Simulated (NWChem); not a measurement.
Program: NWChem. System: C₂H₃F₂, charge 0, spin multiplicity 2, at a geometry optimised with UPBE/def2-SVP. The structure started from a generated list of species. Its SCF solution wasn't tested for a lower state. Level: UPBE/def2-TZVP.

Input file:

```
start mol
memory heap 200 mb stack 900 mb global 1100 mb
geometry units angstroms nocenter noautoz
  C     -1.388657    -0.079632     0.000000
  C      0.085529    -0.294823     0.000000
  F      0.729639     0.128367     1.101007
  F      0.729639     0.128367    -1.101007
  H     -1.633365     1.009480     0.000000
  H     -1.840686    -0.536678     0.900310
  H     -1.840686    -0.536678    -0.900310
  symmetry group Cs
end
basis spherical
  * library def2-tzvp
end
dft
  xc xpbe96 cpbe96
  odft
  mult 2
  semidirect memsize 60000000 filesize 0
  iterations 100
end
task dft energy
```

NWChem printed:

```
             Northwest Computational Chemistry Package (NWChem) 7.3.0
             --------------------------------------------------------

                                NWChem Input Module
                                -------------------

 Scaling coordinates for geometry "geometry" by  1.889725989
 (inverse scale =  0.529177249)

 Turning off AUTOSYM since
 SYMMETRY directive was detected!

                             Geometry "geometry" -> ""
                             -------------------------

 Output coordinates in angstroms (scale by  1.889725989 to convert to a.u.)

  No.       Tag          Charge          X              Y              Z
 ---- ---------------- ---------- -------------- -------------- --------------
    1 C                    6.0000    -1.38865700    -0.07963200     0.00000000
    2 C                    6.0000     0.08552900    -0.29482300     0.00000000
    3 F                    9.0000     0.72963900     0.12836700     1.10100700
    4 F                    9.0000     0.72963900     0.12836700    -1.10100700
    5 H                    1.0000    -1.63336500     1.00948000     0.00000000
    6 H                    1.0000    -1.84068600    -0.53667800     0.90031000
    7 H                    1.0000    -1.84068600    -0.53667800    -0.90031000

 Effective nuclear repulsion energy (a.u.)     122.4353710203

            Nuclear Dipole moment (a.u.)
            ----------------------------
        X                 Y               Z
 ---------------- ---------------- ----------------
    -0.0000056692     0.0000000000     0.0000000000

      Symmetry information
      --------------------

 Group name             Cs
 Group number              2
 Group order               2
 No. of unique centers     5

      Symmetry unique atoms

     1    2    3    5    6


 Summary of "ao basis" -> "" (spherical)
 ------------------------------------------------------------------------------
       Tag                 Description            Shells   Functions and Types
 ---------------- ------------------------------  ------  ---------------------
 *                         def2-tzvp                  on all atoms

  pbe96 is a nonlocal functional; adding pw91lda local functional.

                                 NWChem DFT Module
                                 -----------------

 Summary of "ao basis" -> "ao basis" (spherical)
 ------------------------------------------------------------------------------
       Tag                 Description            Shells   Functions and Types
 ---------------- ------------------------------  ------  ---------------------
 C                         def2-tzvp                11       31   5s3p2d1f
 F                         def2-tzvp                11       31   5s3p2d1f
 H                         def2-tzvp                 4        6   3s1p

 Summary of "ao basis" -> "ao basis" (spherical)
 ------------------------------------------------------------------------------
       Tag                 Description            Shells   Functions and Types
 ---------------- ------------------------------  ------  ---------------------
 C                         def2-tzvp                11       31   5s3p2d1f
 F                         def2-tzvp                11       31   5s3p2d1f
 H                         def2-tzvp                 4        6   3s1p

      Symmetry analysis of basis
      --------------------------

        a'         84
        a"         58

            General Information
            -------------------
          SCF calculation type: DFT
          Wavefunction type:  spin polarized.
          No. of atoms     :     7
          No. of electrons :    33
           Alpha electrons :    17
            Beta electrons :    16
          Charge           :     0
          Spin multiplicity:     2
          Use of symmetry is: on ; symmetry adaption is: on
          Maximum number of iterations: 100
          AO basis - number of functions:   142
                     number of shells:    56
          Convergence on energy requested:  1.00D-06
          Convergence on density requested:  1.00D-05
          Convergence on gradient requested:  5.00D-04

              XC Information
              --------------
          PerdewBurkeErnzerhof Exchange Functional  1.000
            Perdew 1991 LDA Correlation Functional  1.000 local
           PerdewBurkeErnz. Correlation Functional  1.000 non-local

             Grid Information
             ----------------
          Grid used for XC integration:  medium
          Radial quadrature: Mura-Knowles
          Angular quadrature: Lebedev.
          Tag              B.-S. Rad. Rad. Pts. Rad. Cut. Ang. Pts.
          ---              ---------- --------- --------- ---------
          C                   0.70       49           8.0       434
          F                   0.50       49          10.0       434
          H                   0.35       45           8.0       434
          Grid pruning is: on
          Number of quadrature shells:   237
          Spatial weights used:  Erf1

          Convergence Information
          -----------------------
          Convergence aids based upon iterative change in
          total energy or number of iterations.
          Levelshifting, if invoked, occurs when the
          HOMO/LUMO gap drops below (HL_TOL):  1.00D-02
          DIIS, if invoked, will attempt to extrapolate
          using up to (NFOCK): 10 stored Fock matrices.

                    Damping( 0%)  Levelshifting(0.5)       DIIS
                  --------------- ------------------- ---------------
[...]
     3      0.276511  1 C  s                 67      0.276534  3 F  s
    98      0.276534  4 F  s                 44     -0.209920  2 C  py

 Vector   19  Occ=0.000000D+00  E= 6.505937D-02  Symmetry=a"
              MO Center= -1.5D+00, -5.0D-01, -1.1D-15, r^2= 4.1D+00
   Bfn.  Coefficient  Atom+Function         Bfn.  Coefficient  Atom+Function
  ----- ------------  ---------------      ----- ------------  ---------------
   133      1.739551  6 H  s                139     -1.739551  7 H  s
    14     -1.112353  1 C  pz                42     -0.280205  2 C  pz
    45     -0.249454  2 C  pz                67      0.241309  3 F  s
    98     -0.241309  4 F  s                  8     -0.219888  1 C  pz
    39     -0.219206  2 C  pz                74     -0.147023  3 F  px

 Vector   20  Occ=0.000000D+00  E= 6.655769D-02  Symmetry=a'
              MO Center= -9.4D-01,  5.8D-01,  4.1D-14, r^2= 4.7D+00
   Bfn.  Coefficient  Atom+Function         Bfn.  Coefficient  Atom+Function
  ----- ------------  ---------------      ----- ------------  ---------------
   127      2.333088  5 H  s                  5     -1.502455  1 C  s
    13     -1.162554  1 C  py                43     -0.615213  2 C  px
   133     -0.557245  6 H  s                139     -0.557245  7 H  s
    67      0.391687  3 F  s                 98      0.391687  4 F  s
    12     -0.309813  1 C  px                40     -0.256991  2 C  px

                     DFT Final Beta Molecular Orbital Analysis
                     -----------------------------------------

 Vector   14  Occ=1.000000D+00  E=-3.682043D-01  Symmetry=a"
              MO Center=  5.2D-01,  5.6D-02,  1.5D-13, r^2= 2.1D+00
   Bfn.  Coefficient  Atom+Function         Bfn.  Coefficient  Atom+Function
  ----- ------------  ---------------      ----- ------------  ---------------
    69      0.306139  3 F  py               100     -0.306139  4 F  py
    72      0.245625  3 F  py               103     -0.245625  4 F  py
    75      0.163725  3 F  py               106     -0.163725  4 F  py
    70     -0.131348  3 F  pz               101     -0.131348  4 F  pz
    73     -0.105496  3 F  pz               104     -0.105496  4 F  pz

 Vector   15  Occ=1.000000D+00  E=-3.487802D-01  Symmetry=a"
              MO Center=  9.4D-02,  8.3D-03,  7.2D-14, r^2= 2.7D+00
   Bfn.  Coefficient  Atom+Function         Bfn.  Coefficient  Atom+Function
  ----- ------------  ---------------      ----- ------------  ---------------
    68      0.237481  3 F  px                99     -0.237481  4 F  px
    70     -0.214281  3 F  pz               101     -0.214281  4 F  pz
    71      0.190102  3 F  px               102     -0.190102  4 F  px
     8      0.174867  1 C  pz                73     -0.173190  3 F  pz
   104     -0.173190  4 F  pz                11      0.132881  1 C  pz

 Vector   16  Occ=1.000000D+00  E=-3.461777D-01  Symmetry=a'
              MO Center= -1.6D-01, -3.8D-02, -4.9D-14, r^2= 2.5D+00
   Bfn.  Coefficient  Atom+Function         Bfn.  Coefficient  Atom+Function
  ----- ------------  ---------------      ----- ------------  ---------------
    68      0.275745  3 F  px                99      0.275745  4 F  px
     6      0.223739  1 C  px                71      0.221574  3 F  px
   102      0.221574  4 F  px                 9      0.188073  1 C  px
    74      0.151040  3 F  px               105      0.151040  4 F  px
    37     -0.149937  2 C  px                35      0.119769  2 C  s

 Vector   17  Occ=0.000000D+00  E=-9.485155D-02  Symmetry=a'
              MO Center=  3.1D-02, -4.3D-01, -1.1D-15, r^2= 1.9D+00
   Bfn.  Coefficient  Atom+Function         Bfn.  Coefficient  Atom+Function
  ----- ------------  ---------------      ----- ------------  ---------------
    36      0.692851  2 C  s                  5     -0.614051  1 C  s
   127      0.432529  5 H  s                 38     -0.375444  2 C  py
    41     -0.325074  2 C  py                44     -0.225475  2 C  py
    35      0.199089  2 C  s                 69      0.178202  3 F  py
   100      0.178202  4 F  py                75      0.161514  3 F  py

 Vector   18  Occ=0.000000D+00  E= 2.612022D-02  Symmetry=a'
              MO Center= -1.7D+00, -1.6D-01, -8.2D-16, r^2= 5.2D+00
   Bfn.  Coefficient  Atom+Function         Bfn.  Coefficient  Atom+Function
  ----- ------------  ---------------      ----- ------------  ---------------
     5      4.847968  1 C  s                133     -1.817407  6 H  s
   139     -1.817407  7 H  s                 36     -1.705300  2 C  s
   127     -1.451717  5 H  s                 43      0.389033  2 C  px
     3      0.270642  1 C  s                 67      0.259467  3 F  s
    98      0.259467  4 F  s                 44     -0.245963  2 C  py

 Vector   19  Occ=0.000000D+00  E= 6.856648D-02  Symmetry=a"
              MO Center= -1.6D+00, -5.6D-01,  8.6D-15, r^2= 4.0D+00
   Bfn.  Coefficient  Atom+Function         Bfn.  Coefficient  Atom+Function
  ----- ------------  ---------------      ----- ------------  ---------------
   133      1.898473  6 H  s                139     -1.898473  7 H  s
    14     -1.272673  1 C  pz                 8     -0.239789  1 C  pz
    42     -0.219542  2 C  pz                39     -0.175972  2 C  pz
    67      0.161506  3 F  s                 98     -0.161506  4 F  s
    11     -0.140143  1 C  pz                74     -0.124931  3 F  px

   alpha - beta orbital overlaps
   -----------------------------

   alpha      1      2      3      4      5      6      7      8      9     10
    beta      1      2      3      4      5      6      7      8      9     11
 overlap   1.000  1.000  1.000  1.000  1.000  1.000  0.998  0.996  1.000  0.827

   alpha     11     12     13     14     15     16     17     18     19     20
    beta     10     12     13     14     16     15     17     18     19     20
 overlap   0.833  0.971  0.999  0.971  0.997  1.000  0.986  0.997  0.992  0.990

   alpha     21     22     23     24     25     26     27     28     29     30
    beta     21     22     23     24     25     26     27     28     29     30
 overlap   0.980  0.991  0.981  0.892  0.999  0.909  0.973  0.998  0.987  0.987

   alpha     31     32     33     34     35     36     37     38     39     40
    beta     31     32     33     34     35     36     37     38     39     40
 overlap   0.985  0.994  0.999  0.999  0.992  0.993  0.999  0.998  0.998  0.997

   alpha     41     42     43     44     45     46     47     48     49     50
    beta     41     42     43     44     45     46     47     48     49     50
 overlap   0.997  0.979  0.982  0.994  0.994  0.999  0.995  0.995  0.995  0.998

   alpha     51     52     53     54     55     56     57     58     59     60
    beta     51     52     53     54     55     56     57     58     59     60
 overlap   1.000  1.000  0.988  0.986  1.000  0.984  0.997  1.000  1.000  0.999

   alpha     61     62     63     64     65     66     67     68     69     70
    beta     61     62     63     64     65     66     67     68     69     70
 overlap   0.999  0.999  0.998  1.000  0.998  1.000  0.999  0.997  0.999  1.000

   alpha     71     72     73     74     75     76     77     78     79     80
    beta     71     72     73     74     75     76     77     78     79     81
 overlap   0.986  0.985  0.993  0.993  0.995  0.997  1.000  0.999  0.999  0.996

   alpha     81     82     83     84     85     86     87     88     89     90
    beta     80     82     84     83     85     86     87     88     89     91
 overlap   1.000  0.988  0.992  0.998  0.968  0.976  0.985  0.973  0.951  0.954

   alpha     91     92     93     94     95     96     97     98     99    100
    beta     90     92     93     94     95     96     97     98     99    100
 overlap   0.950  0.994  0.944  0.969  0.997  0.964  0.963  0.994  0.998  0.994

   alpha    101    102    103    104    105    106    107    108    109    110
    beta    101    102    103    104    105    106    107    108    109    110
 overlap   0.998  0.977  0.992  0.981  0.998  0.998  0.999  0.997  0.998  0.998

   alpha    111    112    113    114    115    116    117    118    119    120
    beta    111    112    113    114    115    116    117    118    119    120
 overlap   1.000  1.000  1.000  1.000  0.991  0.989  0.999  0.999  0.982  0.999

   alpha    121    122    123    124    125    126    127    128    129    130
    beta    121    122    123    124    125    126    127    128    129    130
 overlap   0.999  0.999  0.999  1.000  1.000  1.000  1.000  1.000  1.000  1.000

   alpha    131    132    133    134    135    136    137    138    139    140
    beta    131    132    133    134    135    136    137    138    139    140
 overlap   1.000  1.000  0.998  1.000  0.998  0.999  0.999  1.000  1.000  1.000

   alpha    141    142
    beta    141    142
 overlap   1.000  1.000

     --------------------------
     Expectation value of S2:
     --------------------------
      <S2> =      0.7520 (Exact =     0.7500)

 center of mass
 --------------
 x =   0.19560082 y =   0.00929163 z =   0.00000000

 moments of inertia (a.u.)
 ------------------
         182.286438468626         -17.425207611395           0.000000000000
         -17.425207611395         357.007290745758           0.000000000000
           0.000000000000           0.000000000000         198.656003394874

     Multipole analysis of the density
     ---------------------------------

     L   x y z        total         alpha         beta         nuclear
     -   - - -        -----         -----         ----         -------
     0   0 0 0     -0.000000    -17.000000    -16.000000     33.000000

     1   1 0 0     -0.737469     -0.469912     -0.267551     -0.000006
     1   0 1 0     -0.007598      0.430492     -0.438090      0.000000
     1   0 0 1      0.000000      0.000000      0.000000      0.000000

     2   2 0 0    -16.080453    -63.632826    -61.868420    109.420793
     2   1 1 0      0.110399     -4.059705     -4.846705      9.016809
     2   1 0 1      0.000000      0.000000      0.000000      0.000000
     2   0 2 0    -16.849185    -14.250490    -11.352349      8.753654
     2   0 1 1     -0.000000     -0.000000      0.000000      0.000000
     2   0 0 2    -17.677889    -51.364303    -50.022946     83.709360

 Task  times  cpu:        7.8s     wall:        7.8s

 Total times  cpu:        7.8s     wall:        7.8s
```
